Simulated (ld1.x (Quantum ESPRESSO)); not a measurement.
Plane-wave convergence, TM potential for carbon

ld1.x (Quantum ESPRESSO) 7.5 input, shortened:

```
&input
   title='C', zed=6., rel=2, dft='BLYP', iswitch=3,
   config='[He] 2s2 2p2 3d-2', rel_dist='average'
 /
 &inputp
   pseudotype=2, tm=.true., lloc=2,
   nlcc=.true.
 /
3
2S  1  0   2.00   0.00  0.80  0.80  0.0
2P  2  1   2.00   0.00  2.95  2.95  0.0
3D  3  2  -2.00   0.40  2.80  2.80  0.0
 &test
   configts(1)='2s2 2p2'
 /
```

Open shells are filled in proportion to 2j + 1 (rel_dist='average').

The pseudo-atom Hamiltonian at the reference potential is diagonalised in spherical Bessel functions j_l(qr) that vanish at 20 bohr, with q² up to the cutoff. All-electron valence levels (Ry): 2s -1.0004, 2p1/2 -0.3854, 2p3/2 -0.3848.

How do the lowest levels (Ry) of each channel move with the cutoff, and are there ghosts?

```json
{"cutoff (Ry)": "8", "s #1": "-0.8387", "p1/2 #1": "-0.2780", "p1/2 #2": "0.0290", "p3/2 #1": "-0.2777", "d3/2 #1": "0.0671", "d5/2 #1": "0.0671", "f #1": "0.1140", "Σ f·Δε (mRy)": "537.7"}
{"cutoff (Ry)": "18", "s #1": "-0.9373", "p1/2 #1": "-0.3849", "p1/2 #2": "0.0253", "p3/2 #1": "-0.3843", "d3/2 #1": "0.0671", "d5/2 #1": "0.0671", "f #1": "0.1140", "Σ f·Δε (mRy)": "127.1"}
{"cutoff (Ry)": "30", "s #1": "-0.9700", "p1/2 #1": "-0.3854", "p1/2 #2": "0.0252", "p3/2 #1": "-0.3847", "d3/2 #1": "0.0671", "d5/2 #1": "0.0671", "f #1": "0.1140", "Σ f·Δε (mRy)": "60.8"}
{"cutoff (Ry)": "50", "s #1": "-0.9743", "p1/2 #1": "-0.3854", "p1/2 #2": "0.0252", "p3/2 #1": "-0.3848", "d3/2 #1": "0.0671", "d5/2 #1": "0.0671", "f #1": "0.1140", "Σ f·Δε (mRy)": "52.2"}
{"cutoff (Ry)": "80", "s #1": "-0.9896", "p1/2 #1": "-0.3854", "p1/2 #2": "0.0252", "p3/2 #1": "-0.3848", "d3/2 #1": "0.0671", "d5/2 #1": "0.0671", "f #1": "0.1140", "Σ f·Δε (mRy)": "21.4"}
{"cutoff (Ry)": "120", "s #1": "-0.9985", "p1/2 #1": "-0.3854", "p1/2 #2": "0.0252", "p3/2 #1": "-0.3848", "d3/2 #1": "0.0671", "d5/2 #1": "0.0671", "f #1": "0.1140", "Σ f·Δε (mRy)": "3.6"}
{"cutoff (Ry)": "180", "s #1": "-0.9992", "p1/2 #1": "-0.3854", "p1/2 #2": "0.0252", "p3/2 #1": "-0.3848", "d3/2 #1": "0.0671", "d5/2 #1": "0.0671", "f #1": "0.1140", "Σ f·Δε (mRy)": "2.3"}
{"cutoff (Ry)": "300", "s #1": "-1.0002", "p1/2 #1": "-0.3854", "p1/2 #2": "0.0252", "p3/2 #1": "-0.3848", "d3/2 #1": "0.0671", "d5/2 #1": "0.0671", "f #1": "0.1140", "Σ f·Δε (mRy)": "0.2"}
{"cutoff (Ry)": "400", "s #1": "-1.0003", "p1/2 #1": "-0.3854", "p1/2 #2": "0.0252", "p3/2 #1": "-0.3848", "d3/2 #1": "0.0671", "d5/2 #1": "0.0671", "f #1": "0.1140", "Σ f·Δε (mRy)": "0.0"}
```

Result: no extra level below or beside the all-electron valence levels (s, p1/2, p3/2, d3/2, d5/2, f tested); 10 mRy is reached at 100 Ry and 1 mRy at 230 Ry.

Its largest configuration-test error is +2178 meV.
